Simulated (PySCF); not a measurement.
## Input and output

TlF3(H2O) (singlet). PySCF 2.14.0, RKS PBE, Tl def2-SVP with ECP60, F def2-SVP, O def2-SVP, H def2-SVP; non-relativistic Hamiltonian with scalar-relativistic core potentials where named; density fitting; no spin-orbit coupling. Purpose: level PBE.

```python
mol = gto.M(atom='''
Tl    -0.19212    -0.22340     0.22340
F      0.45845     1.63971     0.76352
F     -0.96583    -1.53403     1.53403
F      0.45845    -0.76352    -1.63971
O     -1.36856     1.26044    -1.26044
H     -0.88053     2.04265    -0.94894
H     -0.88053     0.94894    -2.04265''',
    basis={'Tl': 'def2-SVP', 'F': 'def2-SVP', 'O': 'def2-SVP', 'H': 'def2-SVP'},
    ecp={'Tl': 'def2-SVP'},
    charge=0, spin=0)
mf = dft.RKS(mol, xc='PBE')
mf.grids.atom_grid = (75, 302)
mf = mf.density_fit()  # fitting sets: Tl def2-universal-JKFIT, F def2-universal-JKFIT, O def2-universal-JKFIT, H def2-universal-JKFIT
mf.conv_tol = 1e-08; mf.max_cycle = 55
mf.kernel(dm0)  # dm0: converged density of the relaxed state
mf.nuc_grad_method().kernel()
```

Run from Python with OMP_NUM_THREADS=2; the lines above give its settings. Where DIIS fails, smearing, a level shift and second-order steps follow.
It took 4.3 s on 2 threads of Arm Neoverse V1, on a shared host, from an already converged density.

**Question.** Where do the frontier levels lie, over both spins?

**Answer.** HOMO -8.17 eV, LUMO -4.59 eV. 

**Question.** What are the Mulliken charges and spins?

**Answer.** 
| atom | charge (e) | spin (e) |
| --- | --- | --- |
| Tl1 | 0.850 | 0.000 |
| F2 | -0.365 | 0.000 |
| F3 | -0.324 | 0.000 |
| F4 | -0.365 | 0.000 |
| O5 | -0.183 | 0.000 |
| H6 | 0.193 | 0.000 |
| H7 | 0.193 | 0.000 |

**Question.** What forces act on the atoms (eV/Å)?

**Answer.** 
```
Tl  -0.07 -0.18  0.18
F    0.25  0.59  0.13
F   -0.27 -0.40  0.40
F    0.25 -0.13 -0.59
O   -0.81 -0.10  0.10
H    0.32  0.41  0.20
H    0.32 -0.20 -0.41
```
Forces carry noise of the integration grid, about 0.01 to 0.03 eV/Å.

The geometry was relaxed with PBE0 (Tl def2-SVP with ECP60, F def2-SVP, O def2-SVP, H def2-SVP).
